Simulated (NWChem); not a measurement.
Species: LiOH; SMILES [OH][Li]

```xyz
3

Li    -0.7681    -0.7187    -0.6607
O      0.1917     0.1794     0.1649
H      0.7808     0.7305     0.6716
```
Atoms are numbered in this order, from 1.

Structure relaxed at the PBE0/def2-SVP level.

 States above −ε(HOMO) = 4.7 eV lie in this functional's continuum and hang on the basis.

**Question.** List the 4 lowest vertical singlet excitations from PBE/6-31+G* (spherical d), TDA (NWChem).

**Answer.** 
```
state  energy (eV)  oscillator strength  leading excitation (squared amplitude)
-----  -----------  -------------------  --------------------------------------
S1            3.28                0.026                      HOMO → LUMO (0.95)
S2            3.28                0.026                    HOMO−1 → LUMO (0.95)
S3            4.82                0.000                    HOMO → LUMO+2 (0.27)
S4            4.82                0.000                  HOMO−1 → LUMO+2 (0.27)
```
